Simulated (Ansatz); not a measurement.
(BeS)3 ring (Be₃S₃), relaxed as a singlet with RKS PBE-D4/def2-SVP in Ansatz, starting from the GFN2-xTB geometry. Force threshold 0.02 eV/Å.

Start:

| atom | x (Å) | y (Å) | z (Å) |
| --- | --- | --- | --- |
| Be1 | -0.1087 | 1.1883 | -0.7311 |
| S2 | -1.7596 | 0.3685 | -1.2164 |
| Be3 | -1.0254 | -0.9533 | -0.0557 |
| S4 | 0.1691 | -1.8430 | 1.1342 |
| Be5 | 1.1350 | -0.2372 | 0.7843 |
| S6 | 1.5896 | 1.4767 | 0.0846 |

```csv
step,energy (eV),largest force component (eV/Å),SCF passes
1,-33689.3887,0.322,23
2,-33689.3949,0.155,28
3,-33689.3970,0.001,27
```

Force components are those of the run's own axes.

End:

```csv
atom,x (Å),y (Å),z (Å)
Be1,-0.1098,1.1930,-0.7333
S2,-1.7727,0.3706,-1.2267
Be3,-1.0286,-0.9550,-0.0544
S4,0.1709,-1.8578,1.1419
Be5,1.1384,-0.2380,0.7878
S6,1.6018,1.4872,0.0847
```

By distances, no bond broke or formed. The bond that changes most is Be1–S6, from 1.91 to 1.92 Å (atoms count from 1).

No frequencies were taken in this run, so the end may be a saddle point.

It took 2.9 s on 4 threads of Arm Neoverse V1 on a shared host.
